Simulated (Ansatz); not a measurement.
Pb4O3, relaxed as a singlet with RKS PBE-D4/def2-SVP in Ansatz, starting from the GFN1-xTB geometry. Force threshold 0.02 eV/Å.

In the def2 sets Pb takes a core potential; there is no spin–orbit coupling. The restricted singlet is unstable towards broken spin symmetry at other levels; at PBE-D4/def2-SVP this wasn't settled. Another isomer (singlet) lies 0.98 eV lower at PBE0-D4/def2-TZVP; other spin states weren't run for this one.

Start:

| atom | x (Å) | y (Å) | z (Å) |
| --- | --- | --- | --- |
| Pb1 | -1.754 | 0.691 | 1.007 |
| Pb2 | 1.361 | -1.749 | 0.234 |
| Pb3 | 0.954 | 2.014 | 0.047 |
| Pb4 | -1.268 | -1.038 | -1.373 |
| O5 | -0.644 | -1.223 | 0.903 |
| O6 | 2.019 | 0.231 | 0.245 |
| O7 | -0.669 | 1.074 | -1.062 |

Task: Estimate the energy that the relaxation releases and the steps that it takes.

Result: 0.20 eV, in 7 steps; 6.5 s on 4 threads of Intel Xeon 6975P-C on a shared host. No frequencies were taken in this run, so the end may be a saddle point.

Task: Does the start keep its bonding and symmetry?

Result: By distances, no bond broke or formed. The bond that changes most is Pb1–O5, from 2.22 to 2.27 Å (atoms count from 1). Point group C2 at the start, C2 at the end, both within 0.05 Å.

Task: Predict the relaxed structure.

Result: 
```tsv
atom	x (Å)	y (Å)	z (Å)
Pb1	-1.8864	0.6761	1.0036
Pb2	1.4251	-1.7400	0.2881
Pb3	1.0286	2.0207	0.0094
Pb4	-1.3967	-1.0518	-1.4017
O5	-0.6593	-1.2307	0.8372
O6	2.1889	0.2505	0.2652
O7	-0.7002	1.0753	-1.0018
```
Bond lengths (bridged metal pairs left out): 8 × O–Pb 2.13 to 2.36 Å.
